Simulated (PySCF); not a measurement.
## Al⁺: ionisation energy

Al⁺ [Ne] 3s2 (1S) → Al²⁺ [Ne] 3s1 (2S), as a difference of total energies. Calculation: PySCF 2.14, in def2-TZVPPD (6s5p4d1f, 48 functions); no relativity, point nucleus. Correlated levels: valence and next inner shell: 1s2 frozen. The calculations carry no spin-orbit coupling.

```json
{"method": "UHF", "ionisation energy (eV)": "17.531", "error (eV)": "-1.298"}
{"method": "MP2 (valence and next inner shell)", "ionisation energy (eV)": "18.470", "error (eV)": "-0.359"}
{"method": "SCS-MP2 (valence and next inner shell)", "ionisation energy (eV)": "18.581", "error (eV)": "-0.248"}
{"method": "CCSD (valence and next inner shell)", "ionisation energy (eV)": "18.698", "error (eV)": "-0.131"}
{"method": "CCSD(T) (valence and next inner shell)", "ionisation energy (eV)": "18.728", "error (eV)": "-0.101"}
```

Reference: 18.829 eV (measured; NIST Atomic Spectra Database, ionization energies).

Errors of the correlated levels include the incompleteness of this basis and the frozen core.
